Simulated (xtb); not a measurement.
xtb input:

```bash
xtb mol.xyz --gfnff --opt tight --chrg 0 --uhf 0
```
mol.xyz:
```
17

Ge     3.06874668     0.31479503    -1.08638863
Ge     2.06026975     0.91634214     1.05031480
Ge    -0.07393285    -0.24272631     1.29763692
Ge    -1.43079599     0.05594659    -0.70815133
Ge    -3.60792074    -1.02244904    -0.50406979
H      4.47034708     0.93191017    -1.24166527
H      2.17856368     0.81540303    -2.23763146
H      3.18968110    -1.21578195    -1.19746594
H      3.01453286     0.56228507     2.20929512
H      1.81547401     2.43845340     1.08870680
H     -0.84442308     0.27281358     2.53058214
H      0.18356885    -1.74960941     1.50405803
H     -1.61601019     1.56393039    -0.97483321
H     -0.66765782    -0.53290062    -1.91253906
H     -4.37477235    -0.42735911     0.69038909
H     -4.45200918    -0.82945110    -1.77720479
H     -3.42103398    -2.53076298    -0.26063380
```

Q: Which total energy does the run end on?

A: -1.13055 Eh (GFN-FF).
